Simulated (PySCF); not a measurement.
Stepwise substitution at one centre (B OH-SH). All species are isolated molecules in the gas phase. One relaxed conformer stands for each flexible species; it need not be the lowest. Strings in code marks are SMILES.

All values below come from PySCF with PBE-D3(BJ)/def2-TZVP. All candidates: neutral, multiplicity 1. Excitations are Tamm–Dancoff values on a coarser integration grid. The basis has no diffuse functions, so Rydberg states are missing or too high.

```
Quantity                Value
-------------------  --------
S1 excitation (TDA)   5.23 eV
HOMO                 -6.23 eV
LUMO                 -1.08 eV
```

Say which member has these values.
A. `OB(S)S`
B. `SB(S)S`
C. `OB(O)S`
D. `OB(O)O`

A, `OB(S)S`. The others give `OB(O)O`: 6.67 eV, -7.41 eV, -0.79 eV; `OB(O)S`: 5.30 eV, -6.12 eV, -0.86 eV; `SB(S)S`: 4.78 eV, -6.35 eV, -1.65 eV
